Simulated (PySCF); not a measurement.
PySCF job for BH3N, SMILES B[NH], multiplicity 2, B3LYP-D3(BJ)/def2-TZVP. 

```python
import numpy as np
from pyscf import gto, scf, dft
from pyscf.geomopt import geometric_solver

mol = gto.M(
    atom='''
    B    -0.02183999   -0.67093564   -0.00000000
    N     0.08219159    0.63027987   -0.00000000
    H     0.91794640   -1.38171775    0.00000000
    H    -1.07424412   -1.22053192    0.00000000
    H    -0.30984345    1.54496882    0.00000000
    ''',
    basis='def2-TZVP',
    charge=0,
    spin=1,
    max_memory=1600,
    verbose=3,
)
mf = dft.UKS(mol, xc='b3lyp').density_fit(auxbasis='def2-universal-jkfit')
mf.disp = 'd3bj'
mf.grids.level = 3
mf.conv_tol = 1e-9
mf.max_cycle = 100
mf.kernel()
fine, coarse = mf.grids, dft.Grids(mol).set(level=1).build(with_non0tab=True)
for _ in range(3):  # follow internal instabilities
    mf.grids = coarse
    mo, _, stable, _ = mf.stability(return_status=True, nroots=4)
    mf.grids = fine
    if stable:
        break
    mf.kernel(mf.make_rdm1(mo, mf.mo_occ))
grad = mf.nuc_grad_method()
grad.grid_response = mol.nao <= 150
conv, mol_eq = geometric_solver.kernel(grad, convergence_set='GAU_TIGHT', maxsteps=100)
print(mol_eq.tostring(format='xyz'))
mf.reset(mol_eq)
mf.kernel()
```

Program output:

```

WARN: HOMO -0.270610981676217 >= LUMO -0.270610981676217

converged SCF energy = -81.3934072331066  <S^2> = 0.75705228  2S+1 = 2.0070399
<class 'pyscf.df.df_jk.DFUKS'> wavefunction is stable in the internal stability analysis
[banner and settings of the optimiser left out]
Geometry optimization cycle 1
Cartesian coordinates (Angstrom)
 Atom        New coordinates             dX        dY        dZ
   B  -0.021840  -0.670936   0.000000    0.000000  0.000000  0.000000
   N   0.082192   0.630280   0.000000    0.000000  0.000000  0.000000
   H   0.917946  -1.381718   0.000000   -0.000000  0.000000  0.000000
   H  -1.074244  -1.220532   0.000000    0.000000  0.000000  0.000000
   H  -0.309843   1.544969   0.000000    0.000000  0.000000  0.000000

WARN: Mole.unit (angstrom) is changed to Bohr

converged SCF energy = -81.3934072330657  <S^2> = 0.75705246  2S+1 = 2.0070401
--------------- DFUKS_Scanner gradients ---------------
         x                y                z
0 B    -0.0042175414     0.0182636099    -0.0000000000
1 N     0.0039925078    -0.0175396148    -0.0000000000
2 H    -0.0100979742     0.0057367523     0.0000000000
3 H     0.0110571124     0.0009931529     0.0000000000
4 H    -0.0007341046    -0.0074539002     0.0000000000
----------------------------------------------
cycle 1: E = -81.3934072331  dE = -81.3934  norm(grad) = 0.0314508
Step    0 : Gradient = 1.407e-02/1.874e-02 (rms/max) Energy = -81.3934072331
Hessian Eigenvalues: 2.30000e-02 3.15801e-02 5.00000e-02 ... 2.63189e-01 4.85491e-01 6.57243e-01

Geometry optimization cycle 2
Cartesian coordinates (Angstrom)
 Atom        New coordinates             dX        dY        dZ
   B  -0.013920  -0.682368   0.000000    0.007920 -0.011432  0.000000
   N   0.065576   0.640464   0.000000   -0.016616  0.010184  0.000000
   H   0.946150  -1.404704   0.000000    0.028204 -0.022986  0.000000
   H  -1.095320  -1.221777  -0.000000   -0.021076 -0.001245 -0.000000
[...]
Cartesian coordinates (Angstrom)
 Atom        New coordinates             dX        dY        dZ
   B  -0.029814  -0.701805   0.000000   -0.004818  0.000638  0.000000
   N   0.014772   0.625803   0.000000   -0.008940 -0.000229  0.000000
   H   0.967820  -1.366804  -0.000000   -0.000445  0.005535 -0.000000
   H  -1.108284  -1.244697  -0.000000    0.001443 -0.011552 -0.000000
   H  -0.250284   1.589567  -0.000000    0.012761  0.005607 -0.000000
converged SCF energy = -81.3952416094427  <S^2> = 0.75729177  2S+1 = 2.0072785
--------------- DFUKS_Scanner gradients ---------------
         x                y                z
0 B     0.0002674762    -0.0001297547     0.0000000000
1 N    -0.0000483147    -0.0005112078    -0.0000000000
2 H    -0.0003800977     0.0004654898    -0.0000000000
3 H     0.0001781266     0.0004058747    -0.0000000000
4 H    -0.0000171903    -0.0002304020    -0.0000000000
----------------------------------------------
cycle 7: E = -81.3952416094  dE = -1.4089e-05  norm(grad) = 0.000981349
Step    6 : Displace = 9.636e-03/1.391e-02 (rms/max) Trust = 3.000e-01 (=) Grad = 4.389e-04/6.010e-04 (rms/max) E (change) = -81.3952416094 (-1.409e-05) Quality = 1.340
Hessian Eigenvalues: 1.54515e-02 2.30000e-02 3.15801e-02 ... 2.99352e-01 4.91527e-01 7.14122e-01

Geometry optimization cycle 8
Cartesian coordinates (Angstrom)
 Atom        New coordinates             dX        dY        dZ
   B  -0.032451  -0.701298  -0.000000   -0.002636  0.000507 -0.000000
   N   0.010224   0.626419   0.000000   -0.004548  0.000616 -0.000000
   H   0.967720  -1.364731   0.000000   -0.000100  0.002074  0.000000
   H  -1.107632  -1.251503   0.000000    0.000652 -0.006806  0.000000
   H  -0.243651   1.593176   0.000000    0.006632  0.003609  0.000000
converged SCF energy = -81.3952454824494  <S^2> = 0.75732158  2S+1 = 2.0073082
--------------- DFUKS_Scanner gradients ---------------
         x                y                z
0 B     0.0000932814     0.0001134707    -0.0000000000
1 N    -0.0000466493    -0.0002569348     0.0000000000
2 H    -0.0001303309     0.0001237946     0.0000000000
3 H     0.0000678028     0.0000960677     0.0000000000
4 H     0.0000158959    -0.0000763982     0.0000000000
----------------------------------------------
cycle 8: E = -81.3952454824  dE = -3.87301e-06  norm(grad) = 0.000376823
Step    7 : Displace = 5.222e-03/7.507e-03 (rms/max) Trust = 3.000e-01 (=) Grad = 1.685e-04/2.611e-04 (rms/max) E (change) = -81.3952454824 (-3.873e-06) Quality = 1.177
Hessian Eigenvalues: 1.54554e-02 2.30000e-02 3.15801e-02 ... 2.81315e-01 4.89215e-01 6.46804e-01

Geometry optimization cycle 9
Cartesian coordinates (Angstrom)
 Atom        New coordinates             dX        dY        dZ
   B  -0.032879  -0.701245   0.000000   -0.000428  0.000054  0.000000
   N   0.009721   0.626695   0.000000   -0.000504  0.000276  0.000000
   H   0.967789  -1.364634   0.000000    0.000069  0.000097 -0.000000
   H  -1.107654  -1.252629  -0.000000   -0.000021 -0.001126 -0.000000
   H  -0.242767   1.593876   0.000000    0.000885  0.000699 -0.000000
converged SCF energy = -81.3952457204319  <S^2> = 0.75732813  2S+1 = 2.0073148
--------------- DFUKS_Scanner gradients ---------------
         x                y                z
0 B     0.0000223338     0.0000395259     0.0000000000
1 N    -0.0000154014    -0.0000552459    -0.0000000000
2 H    -0.0000189627     0.0000151486    -0.0000000000
3 H     0.0000056080     0.0000082299    -0.0000000000
4 H     0.0000064223    -0.0000076584    -0.0000000000
----------------------------------------------
cycle 9: E = -81.3952457204  dE = -2.37982e-07  norm(grad) = 7.83489e-05
Step    8 : Displace = 7.831e-04/1.144e-03 (rms/max) Trust = 3.000e-01 (=) Grad = 3.504e-05/5.735e-05 (rms/max) E (change) = -81.3952457204 (-2.380e-07) Quality = 1.109
Hessian Eigenvalues: 1.66404e-02 2.30000e-02 3.15801e-02 ... 2.71150e-01 4.87235e-01 5.76367e-01

Geometry optimization cycle 10
Cartesian coordinates (Angstrom)
 Atom        New coordinates             dX        dY        dZ
   B  -0.032847  -0.701246  -0.000000    0.000032 -0.000002 -0.000000
   N   0.009896   0.626752   0.000000    0.000176  0.000057 -0.000000
   H   0.967786  -1.364769   0.000000   -0.000003 -0.000135  0.000000
   H  -1.107694  -1.252534   0.000000   -0.000040  0.000095  0.000000
   H  -0.242931   1.593861   0.000000   -0.000164 -0.000015  0.000000
converged SCF energy = -81.3952457287057  <S^2> = 0.75732829  2S+1 = 2.0073149
--------------- DFUKS_Scanner gradients ---------------
         x                y                z
0 B     0.0000060200     0.0000059617    -0.0000000000
1 N    -0.0000045570    -0.0000049342     0.0000000000
2 H    -0.0000005150     0.0000007774     0.0000000000
3 H    -0.0000021794    -0.0000002672     0.0000000000
4 H     0.0000012314    -0.0000015377     0.0000000000
----------------------------------------------
cycle 10: E = -81.3952457287  dE = -8.27384e-09  norm(grad) = 1.12457e-05
Step    9 : Displace = 1.340e-04/1.881e-04 (rms/max) Trust = 3.000e-01 (=) Grad = 5.029e-06/8.472e-06 (rms/max) E (change) = -81.3952457287 (-8.274e-09) Quality = 1.155
Hessian Eigenvalues: 1.48682e-02 2.30000e-02 3.15801e-02 ... 2.81531e-01 4.84557e-01 5.63361e-01

Geometry optimization cycle 11
Cartesian coordinates (Angstrom)
 Atom        New coordinates             dX        dY        dZ
   B  -0.032846  -0.701247   0.000000    0.000001 -0.000000  0.000000
   N   0.009974   0.626759   0.000000    0.000078  0.000007  0.000000
   H   0.967756  -1.364818   0.000000   -0.000030 -0.000050 -0.000000
   H  -1.107718  -1.252477  -0.000000   -0.000024  0.000057 -0.000000
   H  -0.242956   1.593846   0.000000   -0.000025 -0.000014 -0.000000
converged SCF energy = -81.3952457288161  <S^2> = 0.75732815  2S+1 = 2.0073148
--------------- DFUKS_Scanner gradients ---------------
         x                y                z
0 B     0.0000031988     0.0000052975     0.0000000000
1 N    -0.0000025817    -0.0000029665    -0.0000000000
2 H     0.0000005919     0.0000002132    -0.0000000000
3 H    -0.0000010348    -0.0000009776    -0.0000000000
4 H    -0.0000001741    -0.0000015665    -0.0000000000
----------------------------------------------
cycle 11: E = -81.3952457288  dE = -1.10361e-10  norm(grad) = 7.65947e-06
Step   10 : Displace = 4.530e-05/6.619e-05 (rms/max) Trust = 3.000e-01 (=) Grad = 3.425e-06/6.188e-06 (rms/max) E (change) = -81.3952457288 (-1.104e-10) Quality = 0.307
Hessian Eigenvalues: 5.17741e-03 2.30000e-02 3.15801e-02 ... 2.79876e-01 4.73638e-01 5.37882e-01

Geometry optimization cycle 12
Cartesian coordinates (Angstrom)
 Atom        New coordinates             dX        dY        dZ
   B  -0.032885  -0.701258   0.000000   -0.000040 -0.000012 -0.000000
   N   0.010285   0.626776   0.000000    0.000310  0.000017  0.000000
   H   0.967578  -1.365046   0.000000   -0.000177 -0.000227 -0.000000
   H  -1.107874  -1.252227  -0.000000   -0.000157  0.000250 -0.000000
   H  -0.242893   1.593818   0.000000    0.000063 -0.000028  0.000000
converged SCF energy = -81.3952457267745  <S^2> = 0.75732767  2S+1 = 2.0073143
--------------- DFUKS_Scanner gradients ---------------
         x                y                z
0 B    -0.0000174566    -0.0000285332    -0.0000000000
1 N     0.0000139366     0.0000206763     0.0000000000
2 H     0.0000054072    -0.0000008002    -0.0000000000
3 H     0.0000048227    -0.0000016061     0.0000000000
4 H    -0.0000067100     0.0000102633    -0.0000000000
----------------------------------------------
cycle 12: E = -81.3952457268  dE = 2.0416e-09  norm(grad) = 4.41213e-05
Step   11 : Displace = 1.383e-04/2.009e-04 (rms/max) Trust = 3.000e-01 (=) Grad = 1.973e-05/3.345e-05 (rms/max) E (change) = -81.3952457268 (+2.042e-09) Quality = -1.737
Not rejecting step - energy change meets convergence criteria
Hessian Eigenvalues: 1.19803e-02 2.30000e-02 3.15801e-02 ... 2.79371e-01 4.96939e-01 6.73938e-01

Geometry optimization cycle 13
Cartesian coordinates (Angstrom)
 Atom        New coordinates             dX        dY        dZ
   B  -0.032864  -0.701249   0.000000    0.000021  0.000010  0.000000
   N   0.010141   0.626763   0.000000   -0.000143 -0.000013 -0.000000
   H   0.967643  -1.364960   0.000000    0.000065  0.000086 -0.000000
   H  -1.107811  -1.252318  -0.000000    0.000063 -0.000092 -0.000000
   H  -0.242899   1.593827   0.000000   -0.000006  0.000009 -0.000000
converged SCF energy = -81.3952457292907  <S^2> = 0.75732787  2S+1 = 2.0073145
--------------- DFUKS_Scanner gradients ---------------
         x                y                z
0 B    -0.0000052068    -0.0000091740     0.0000000000
1 N     0.0000042075     0.0000058132    -0.0000000000
2 H     0.0000012108     0.0000001520    -0.0000000000
3 H     0.0000023580    -0.0000001907    -0.0000000000
4 H    -0.0000025695     0.0000033995    -0.0000000000
----------------------------------------------
cycle 13: E = -81.3952457293  dE = -2.51617e-09  norm(grad) = 1.37118e-05
Step   12 : Displace = 6.456e-05/1.001e-04 (rms/max) Trust = 6.913e-05 (-) Grad = 6.132e-06/1.055e-05 (rms/max) E (change) = -81.3952457293 (-2.516e-09) Quality = 1.185
Hessian Eigenvalues: 1.26995e-02 2.30000e-02 3.15801e-02 ... 2.79558e-01 4.83932e-01 5.67852e-01

Geometry optimization cycle 14
Cartesian coordinates (Angstrom)
 Atom        New coordinates             dX        dY        dZ
   B  -0.032867  -0.701245   0.000000   -0.000003  0.000004 -0.000000
   N   0.010094   0.626757   0.000000   -0.000048 -0.000006 -0.000000
   H   0.967655  -1.364936   0.000000    0.000011  0.000024  0.000000
   H  -1.107802  -1.252349   0.000000    0.000009 -0.000030  0.000000
   H  -0.242869   1.593835   0.000000    0.000030  0.000008 -0.000000
converged SCF energy = -81.3952457288841  <S^2> = 0.75732799  2S+1 = 2.0073146
--------------- DFUKS_Scanner gradients ---------------
         x                y                z
0 B    -0.0000036987    -0.0000083422    -0.0000000000
1 N     0.0000032973     0.0000043574     0.0000000000
2 H     0.0000003625     0.0000003732     0.0000000000
3 H     0.0000013136     0.0000001665     0.0000000000
4 H    -0.0000012747     0.0000034451     0.0000000000
----------------------------------------------
cycle 14: E = -81.3952457289  dE = 4.06544e-10  norm(grad) = 1.13423e-05
Step   13 : Displace = 3.024e-05/4.369e-05 (rms/max) Trust = 9.776e-05 (+) Grad = 5.072e-06/9.125e-06 (rms/max) E (change) = -81.3952457289 (+4.065e-10) Quality = -1.638
Hessian Eigenvalues: 1.26995e-02 2.30000e-02 3.15801e-02 ... 2.79558e-01 4.83932e-01 5.67852e-01
Converged! =D

5
XYZ from PySCF
B          -0.03286667       -0.70124457        0.00000000
N           0.01009366        0.62675717        0.00000000
H           0.96765462       -1.36493560        0.00000000
H          -1.10780202       -1.25234851        0.00000000
H          -0.24286917        1.59383490        0.00000000
converged SCF energy = -81.3952457295875  <S^2> = 0.75732773  2S+1 = 2.0073144
```

The calculation finished and met its thresholds.

Cost: about 80 core-seconds (a rough figure).
